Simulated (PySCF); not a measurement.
# Correlation energy of Cl²⁺ (chlorine, charge +2)

[Ne] 3s2 3p3, high-spin 4S determinant. Calculation: PySCF 2.14, in dyall-acv3z (19s12p6d4f, 113 functions); no relativity, point nucleus. Frozen: 1s2; 13 electrons correlated; the 18 highest virtual orbitals of each spin left out.

MP2 pair energies summed by pair of shells (mhartree):

| pair | energy | share (%) |
| --- | --- | --- |
| 2p-2p | -186.50 | 45.1 |
| 3s-3p | -66.68 | 16.1 |
| 2s-2p | -57.14 | 13.8 |
| 2p-3p | -28.96 | 7.0 |
| 3p-3p | -22.76 | 5.5 |
| 2p-3s | -22.51 | 5.4 |
| 3s-3s | -10.78 | 2.6 |
| 2s-2s | -9.72 | 2.4 |
| 2s-3p | -4.85 | 1.2 |
| 2s-3s | -3.49 | 0.8 |

Total MP2 correlation energy: -413.41 mhartree.

Same-spin part -114.24 and opposite-spin part -299.16 mhartree; SCS-MP2 scales them by 1/3 and 6/5 to -397.08 mhartree.
